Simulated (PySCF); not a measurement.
# A small calculation by hand: refractive index and permittivity of the vapour

Hf(F)3(OH)(OH2) (F₃H₃HfO₂), SMILES [OH][Hf](<-[OH2])([F])([F])[F], multiplicity 1.

Coordinates come from a B3LYP-D3(BJ)/def2-SVP optimisation. The spin state was assumed, not searched. The structure was generated by enumeration; whether it is a known compound was not checked. The def2 effective core potentials stand for the cores of Hf; spin–orbit coupling is left out. Other conformers were not sampled.

PBE0/def2-TZVP in PySCF gives a mean static polarisability of 42.7 bohr³ and a dipole moment of 2.58 D. Take an ideal gas at 298.15 K and 1 bar, whether or not the substance is that volatile.

Task: Work out n − 1 in the optical limit and the static ε − 1.

Result: 
Polarisability volume α' = 42.7 × 0.148185 = 6.33 Å³. Number density N = p/kT = 2.43e-5 Å⁻³.
Dilute limit of Lorentz–Lorenz: n − 1 = 2π N α' = 0.00097.
Orientation term of Debye: μ²/(3kT) = 8.098 Å³ × μ²(D²) = 53.90 Å³.
ε − 1 = 4π N (α' + μ²/3kT) = 0.018. Orientation of the dipole supplies 89 % of the static response; it can't follow optical fields. Vibrational polarisation and dispersion are left out.
